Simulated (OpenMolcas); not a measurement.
An OpenMolcas run meant for N⁴⁺ (ANO-R0, X2C; inactive shells 1s; intended active space 1 electron in 4 orbitals (2s 2p)). One step of its input:

```
&RASSCF
FileOrb=start.orb
Symmetry=1
Spin=2
nActEl=1 0 0
Inactive=1 0
Ras2=1 3
CIRoot=3 3 1
SDav=3
CIMx=300
Iter=99 100
PrWF=0.3
OrbListing=Nothing
MaxOrb=0
Atom
CIOnly
>>> COPY $Project.JobIph JOB002
```

Lines from the output:

```
...
      Number of secondary orbitals               0
      Spin quantum number                      0.5
      State symmetry                             1
Orbital specifications:
      -----------------------

      Symmetry species                           1   2
                                                ag  au
      Frozen orbitals                            0   0
      Inactive orbitals                          1   0
      Active orbitals                            1   3
      RAS1 orbitals                              0   0
      RAS2 orbitals                              1   3
      RAS3 orbitals                              0   0
      Secondary orbitals                         0   0
      Deleted orbitals                           0   0
      Number of basis functions                  2   3
      Number of CSFs                             1
      Number of root(s) required                 3
 ************ ERROR ***********
  You can't ask for more roots
  than there are configurations
 ******************************
--- Stop Module: rasscf at  /rc=_RC_INPUT_ERROR_ ---
.####################.
.# User input error #.
.####################.
```

What is wrong with the input?

The state symmetry names the wrong parity for these configurations.
